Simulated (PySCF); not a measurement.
C₅H₂F₆.
SMILES: `C=C=C(C(F)(F)F)C(F)(F)F`

Linear response at B3LYP/def2-SVPD (PySCF, frozen core in the response, non-relativistic). Geometry: PBE0-D3(BJ)/def2-SVP; no solvent, vibrations or thermal averaging.

Static isotropic polarisability: 67.72 au (10.03 Å³), principal values 51.9, 57.4, 93.9 au.

(1) What is the polarisability at 1064 nm and at the sodium D line?

(2) What is the isotropic C6 coefficient between two such molecules, C6 = (3/π)∫α(iω)² dω?

(3) Which effective excitation energy ω̄ makes London's formula C6 = (3/4)α²ω̄ exact here?

(4) How many electrons N does the Slater–Kirkwood formula C6 = (3/4)·√N·α^(3/2) need to give this C6?

(5) What molar refraction at the D line follows from R = (4π/3)·N_A·α′, with α′ the polarisability volume?

(6) What n − 1 at the D line would an ideal gas of it have at 273.15 K and 1 atm (2.6868 × 10¹⁹ cm⁻³), by n − 1 = 2π·N·α′?

Results:

(1) 68.28 au at 1064 nm (+0.8 %), 69.64 au at 589.3 nm (+2.8 %). The rise at 589.3 nm is 3.39 times that at 1064 nm; a pure ω² law gives 3.26. The lowest singlet lies at 217 nm, shorter than both wavelengths.

(2) 2153 au (Eh·bohr⁶) by a ten-point quadrature over imaginary frequencies, which is 1290 eV·Å⁶ or 124 J·nm⁶/mol.

(3) ω̄ = 4·C6/(3α²) = 0.626 Eh = 17.0 eV. A one-pole form α(ω) = α/(1 − ω²/ω̄²) fitted to the 1064 nm value gives 12.8 eV.

(4) N = (4·C6/3)²/α³ = 26.5; the species has 86 electrons in all.

(5) α′ = 10.32 Å³ gives R = 26.03 cm³/mol, for isolated, non-vibrating species.

(6) 17.42 × 10⁻⁴, a formal value whether or not that pressure can be reached.

Cost: about 2.6 min of CPU time on one thread; the machine was shared, so the figure is rough. This is the whole response run at B3LYP/def2-SVPD, SCF included.

Shape of the structure used: `[CH2:1]=[C:2]=[C:3]([C:4]([F:5])([F:6])[F:7])[C:8]([F:9])([F:10])[F:11]`: C2–C3–C4–F5 -107°, C2–C3–C8–F9 16°.
